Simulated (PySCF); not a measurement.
# Unknown compound

Molecular formula: C$_{4}$H$_{8}$O$_{2}$Si$_{2}$. Simulated spectra:

1H NMR (400 MHz, computed): δ 7.54 (m, 1H), 7.25 (m, 1H), 5.73 (br s, 1H), 5.28 (m, 1H), 5.12 (br s, 1H), 5.11 (m, 1H), 5.08 (m, 1H), 1.45 (br s, 1H).

13C{1H} NMR (computed): δ 165.8, 160.4, 157.6, 114.6.

Method: shieldings: GIAO PBE0/pcSseg-1, structure optimised with GFN2-xTB, in PySCF 2.14.0 with density-fitted response routines (non-relativistic Hamiltonian, single conformer, isolated molecule).

Shifts are taken against calculated references (same method and geometry level): 1H (31.72 ppm), 13C (186.93 ppm) against TMS.

Task: Which candidate is it?
A. O=C1OC[Si@H]1[SiH]1CC1
B. C=CC#C[Si@H](O)O[SiH3]
C. C=C1O[SiH2]C=C[Si@@H]1O
D. [SiH3]OC1=CC=C[SiH2]O1

Result: C. 

- The formula gives 3 degrees of unsaturation (1 ring in the answer).
- 4 carbon signals for 4 carbons: no two carbons are equivalent.
- Carbon types of the structure: 1 × C, 2 × CH, 1 × CH2, leaving 4 H on heteroatoms.
- δC 165.8: alkene carbon bearing oxygen; an sp2 carbon further deshielded by the attached heteroatom.
- δC 160.4, 157.6: alkene CH; the olefinic region.
- δC 114.6: β carbon of an enol-ether or enamine type C=C; the O or N lone pair pushes π density onto this β carbon and shields it.
- δH 7.54, 7.25: hydrogen on an alkene CH; olefinic region.
- δH 1.45: hydrogen on an oxygen bonded to Si; exchangeable; this is the value without hydrogen bonding to other molecules.

The others: [SiH3]OC1=CC=C[SiH2]O1 would give 5 signals for carbon-bound and other non-exchanging H, not 7; O=C1OC[Si@H]1[SiH]1CC1 would give 8 signals for carbon-bound and other non-exchanging H, not 7; C=CC#C[Si@H](O)O[SiH3] would give 5 signals for carbon-bound and other non-exchanging H, not 7.

Exchangeable OH/NH protons stand at their gas-phase positions; hydrogen bonding in a real sample shifts them, mostly to higher δ. Shifts are as computed. Against solution values, carbons near 30 ppm lie about +3 ppm off and those near 130 ppm about +5 ppm. Of 1211 compounds with measured shifts, 218 miss one by over three times the rms of a fit or turn the order of signals round; such compounds aren't used in these exercises. No couplings were computed; multiplicities are counted from neighbouring protons, with m where these are inequivalent, close in shift, in a saturated or five-membered ring or joined by F or P, and br s for small geminal =CH2 splittings.
